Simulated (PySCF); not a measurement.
Species: glycidyl isopropyl ether, C6H12O2.
Cartesian coordinates in Å at the GFN2-xTB level; atoms count from 1:
```
atom  x, y, z in Å
C1    -2.168   -0.917   -0.564
C2    -1.250    0.306   -0.598
C3    -1.955    1.533   -0.027
O4    -0.075    0.123    0.180
C5     0.879   -0.751   -0.371
C6     2.140   -0.630    0.456
C7     3.154    0.379    0.141
O8     3.348   -0.976   -0.148
H9    -3.093   -0.696   -1.089
H10   -1.699   -1.774   -1.042
H11   -2.399   -1.174    0.467
H12   -0.956    0.505   -1.644
H13   -2.260    1.335    0.996
H14   -2.831    1.774   -0.622
H15   -1.277    2.382   -0.026
H16    0.530   -1.794   -0.347
H17    1.098   -0.483   -1.417
H18    2.029   -0.941    1.491
H19    3.771    0.785    0.934
H20    3.010    1.026   -0.716
```

Probes without a nucleus sit at each ring's centroid and 1 Å off its mean plane on both sides; NICS is minus the shielding there, NICSzz its component along the normal. Level: GIAO PBE0/pcSseg-1 (PySCF, non-relativistic, gas phase) on the GFN2-xTB geometry, one conformer.

Ring bond lengths (Å), with Mayer bond orders in brackets: C6–C7 1.464 (1.03), C7–O8 1.399 (0.94), O8–C6 1.394 (0.92).

Q: What do the NICS probes read (ppm)?

A: 
```tsv
ring	type	NICS(0)	NICS(1), two faces	NICS(1)zz, two faces	rms pucker (Å)	centre to ring atoms, mean (Å)
C6–C7–O8	3-membered ring with O; formal bonds all single	-46.3	-6.0 / -6.0	-22.8 / -20.8	0.00	0.82
```

Q: What do they say, and how far can they be read as aromaticity?

A: 
- C6–C7–O8: mean NICS(1)zz -21.8 ppm, shielded. C6, C7 have four or more neighbours, so the value isn't read as a sign of a π ring current. A hydrogen on C6, outside the ring, lies only 1.40 Å from a NICS(1) probe, which then mostly feels that atom. NICS(0) lies 40 ppm below the mean NICS(1).

Q: What are the shieldings of the ring atoms and their hydrogens in the same run (means over atoms taken as equivalent)?

A: 
```json
{"atoms": "C6", "environment": "sp3 carbon bound to oxygen", "σ isotropic (ppm)": "137.8"}
{"atoms": "C7", "environment": "sp3 carbon bound to oxygen", "σ isotropic (ppm)": "142.3"}
{"atoms": "O8", "environment": "epoxide oxygen", "σ isotropic (ppm)": "329.0"}
{"atoms": "H18", "environment": "methine hydrogen", "σ isotropic (ppm)": "28.88"}
{"atoms": "H19", "environment": "methylene hydrogen", "σ isotropic (ppm)": "29.16"}
{"atoms": "H20", "environment": "methylene hydrogen", "σ isotropic (ppm)": "29.46"}
```

The run took 49 s wall on Arm Neoverse N1, one thread, on a shared host, and the process peaked at 0.86 GiB of memory. This is the whole shielding run at PBE0/pcSseg-1, SCF included.
